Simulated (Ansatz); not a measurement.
In₄As₄H₁₄, a cluster cut from wurtzite InAs (hydrogen-capped), relaxed as a singlet with RKS PBE-D4/def2-SVP in Ansatz, starting from the GFN2-xTB geometry. Force threshold 0.03 eV/Å.

In the def2 sets In takes a core potential; there is no spin–orbit coupling.

Start:

```xyz
22

In    2.118    1.913   -1.188
As   -0.364    2.613   -0.036
In   -0.025   -1.958   -2.389
As    1.739   -0.714   -0.795
As   -2.261   -0.828   -1.089
In   -2.232    0.918    1.014
In    1.976   -1.620    1.722
As   -0.480   -0.523    2.545
H     1.978    2.428   -2.832
H     3.286    2.631   -0.137
H    -1.182    3.535   -0.910
H    -0.251    3.703    1.003
H    -0.107   -1.325   -3.996
H    -0.176   -3.654   -2.102
H     3.032   -1.249   -1.381
H    -3.236   -0.201   -2.056
H    -3.305   -1.850   -0.703
H    -3.734    1.535    1.712
H     3.161   -0.789    2.663
H     1.761   -3.328    1.873
H    -0.350    0.285    3.814
H    -1.350   -1.521    3.270
```

```tsv
step	energy (eV)	largest force component (eV/Å)	SCF passes
1	-264224.0263	0.455	18
2	-264224.1613	0.437	18
3	-264224.1977	0.062	19
4	-264224.2073	0.041	19
5	-264224.2076	0.003	21
```

Force components are those of the run's own axes.

End:

Cartesian coordinates in Å:
```
In 2.1004 1.9201 -1.1798
As -0.3656 2.6041 -0.0369
In -0.0370 -1.9515 -2.3842
As 1.7562 -0.7204 -0.8022
As -2.2505 -0.8200 -1.0901
In -2.1518 0.8805 0.9838
In 1.9734 -1.6236 1.7218
As -0.4708 -0.5206 2.5371
H 1.8590 2.3499 -2.8469
H 3.2266 2.5737 -0.0278
H -1.1989 3.4803 -0.9712
H -0.2098 3.6592 1.0575
H -0.1103 -1.1977 -3.9491
H -0.1902 -3.6317 -1.9651
H 3.0627 -1.2564 -1.3988
H -3.1921 -0.1333 -2.0785
H -3.2527 -1.8836 -0.6437
H -3.6313 1.4874 1.6594
H 3.1171 -0.6777 2.6272
H 1.6466 -3.3291 1.8056
H -0.3112 0.3529 3.7807
H -1.3697 -1.5627 3.2012
```

By distances, no bond broke or formed. The bond that changes most is In6–As8, from 2.74 to 2.68 Å (atoms count from 1).

No frequencies were taken in this run, so the end may be a saddle point.

It took 27 s on 2 threads of AMD EPYC 7R13 on a shared host and a share (18 GiB) of an NVIDIA H100 80GB HBM3, peak host memory 0.99 GiB.
